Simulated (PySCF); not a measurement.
Two species compared at the same levels of theory.

First species: C6H8FN.
InChI=1S/C6H8FN/c7-5-3-1-2-4-6-8/h2,4H,1,3,5H2/b4-2+

Second species: C6H8FN.
Structure used (GFN2-xTB), in Å, numbered top down from 1:
```xyz
16
C6H8FN angstrom
N      2.875   -0.039    0.786
C      1.893   -0.066    0.004
C      0.616   -0.634    0.447
C     -0.275   -1.339   -0.568
F     -0.925   -2.465   -0.162
C     -0.676   -0.039   -0.021
C     -1.866    0.577    0.606
C     -1.155    1.264   -0.536
H      3.726    0.374    0.414
H      1.888    0.322   -1.027
H      0.641   -1.051    1.446
H      0.052   -1.451   -1.596
H     -1.761    0.993    1.596
H     -2.830    0.128    0.418
H     -1.637    1.290   -1.503
H     -0.570    2.145   -0.316
```

Levels: PBE0/def2-SVPD for dipole moment, HOMO energy, LUMO energy, HOMO–LUMO gap, static isotropic polarisability and electronic spatial extent ⟨r²⟩ about the centre of nuclear charge; TDDFT PBE0/def2-SVPD for lowest singlet excitation; TDA PBE0/def2-SVPD for lowest triplet excitation (Tamm–Dancoff); GFN2-xTB for rotational constant A and rotational constant C. Geometries: GFN2-xTB. Each species is one conformer at its optimised geometry, gas phase, non-relativistic unless stated. Electronic properties by PySCF.

Dipoles, sizes and rotational constants follow the conformer. The torsions of the flexible species, by atom-mapped SMILES:
- `[N:1]#[C:2]/[CH:3]=[CH:4]/[CH2:5][CH2:6][CH2:7][F:8]`: C3–C4–C5–C6 -124°, C4–C5–C6–C7 -177°, C5–C6–C7–F8 65°
- `[H]/[N:1]=[CH:2]/[C@@H:3]1[C@@H:4]([F:5])[C:6]12[CH2:7][CH2:8]2`: N1–C2–C3–C4 -148°

Values for the first species:

```
Dipole moment                                                     : 4.34 D
HOMO energy                                                       : -8.03 eV
LUMO energy                                                       : -1.45 eV
HOMO–LUMO gap                                                     : 6.58 eV
Lowest singlet excitation                                         : 6.18 eV
Lowest triplet excitation (Tamm–Dancoff)                          : 3.70 eV
Static isotropic polarisability                                   : 80.6 au
Electronic spatial extent ⟨r²⟩ about the centre of nuclear charge : 1730 bohr²
Rotational constant A                                             : 10.580 GHz
Rotational constant C                                             : 0.599 GHz
```

Question: Estimate the same properties for the second species, and the change in each.

Answer: 
```json
{"property": "dipole moment", "first": "4.34 D", "second": "2.98 D", "second less first": "-1.36 D"}
{"property": "HOMO energy", "first": "-8.03 eV", "second": "-7.54 eV", "second less first": "+0.49 eV"}
{"property": "LUMO energy", "first": "-1.45 eV", "second": "-0.33 eV", "second less first": "+1.12 eV"}
{"property": "HOMO–LUMO gap", "first": "6.58 eV", "second": "7.21 eV", "second less first": "+0.63 eV"}
{"property": "lowest singlet excitation", "first": "6.18 eV", "second": "5.22 eV", "second less first": "-0.96 eV"}
{"property": "lowest triplet excitation (Tamm–Dancoff)", "first": "3.70 eV", "second": "4.37 eV", "second less first": "+0.67 eV"}
{"property": "static isotropic polarisability", "first": "80.6 au", "second": "76.8 au", "second less first": "-3.8 au"}
{"property": "electronic spatial extent ⟨r²⟩ about the centre of nuclear charge", "first": "1730 bohr²", "second": "1030 bohr²", "second less first": "-700 bohr²"}
{"property": "rotational constant A", "first": "10.580 GHz", "second": "2.734 GHz", "second less first": "-7.846 GHz"}
{"property": "rotational constant C", "first": "0.599 GHz", "second": "1.157 GHz", "second less first": "+0.558 GHz"}
```

On the first: The vertical singlet–triplet gap S1 − T1 is 2.48 eV (TDDFT singlet less Tamm–Dancoff triplet; S1: HOMO→LUMO, weight 0.92; T1: HOMO→LUMO, weight 0.95). The dipole equals about 14.5 × 10⁻³⁰ C·m (1 D = 3.33564 × 10⁻³⁰ C·m).

On the second: The principal polarisabilities are 66.2, 70.2 and 94.2 au; their mean is the isotropic value. The vertical singlet–triplet gap S1 − T1 is 0.85 eV (TDDFT singlet less Tamm–Dancoff triplet; S1: HOMO→LUMO, weight 0.96; T1: HOMO→LUMO, weight 0.94).
